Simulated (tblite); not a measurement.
C₂H₃O₂ (SMILES [CH2]OC=O), doublet, geometry from GFN2-xTB; GFN1-xTB in tblite.

Here is a job for tblite.
```
$ tblite run mol.xyz --method gfn1 --charge 0 --spin 1 --efield 0,0,0.1 --json tblite.json --no-restart

# file mol.xyz
7

C     -0.87928138     0.00351010     0.01564063
O     -0.81883028    -1.01132689     0.65669977
O      0.17084863     0.70015067    -0.44659388
H     -1.80259150     0.51373746    -0.28852409
C      1.41484609     0.28028668    -0.20613446
H      1.57765462    -0.61886567     0.35962889
H      2.19540180     0.89175727    -0.60898889
```

Problem. What does tblite print? Leave out banner, timings and long lists.

Solution. 
```
xTB calculator
 | screened Coulomb repulsion
 | Coulomb electrostatics
 |  * isotropic Klopman-Ohno-Mataga-Nishimoto electrostatics
 |  * onsite third-order electrostatics
 | DFT-D3(BJ) dispersion correction
 | Interactions (1)
 | [1] electric field

halogen bonding energy    0.0000000000000E+00 Eh
repulsion energy          1.2403274997309E-01 Eh
dispersion energy        -1.4498608535282E-03 Eh
interaction energy        0.0000000000000E+00 Eh
number of electrons       2.3000000000000E+01 e
integral cutoff           1.9731147476801E+01 bohr

------------------------------------------------------------
  cycle        total energy    energy error   density error
------------------------------------------------------------
      1     -14.85745582678  -1.4980039E+01   4.3911573E-01
      2     -15.15141111593  -2.9395529E-01   2.1943968E-01
      3     -15.15699944431  -5.5883284E-03   1.1730889E-01
      4     -15.15770390659  -7.0446227E-04   2.6442423E-02
      5     -15.15916392614  -1.4600195E-03   3.6923919E-03
      6     -15.15917992038  -1.5994244E-05   2.0941334E-03
      7     -15.15919243558  -1.2515199E-05   8.7215501E-04
      8     -15.15919493120  -2.4956202E-06   1.7093653E-04
      9     -15.15919503295  -1.0175512E-07   1.9063389E-05
------------------------------------------------------------

electronic energy        -1.5281777922074E+01 Eh
total energy             -1.5159195032954E+01 Eh

Post processing:
 | Mayer-Wiberg bond orders

[Info] JSON dump of results written to 'tblite.json'
```
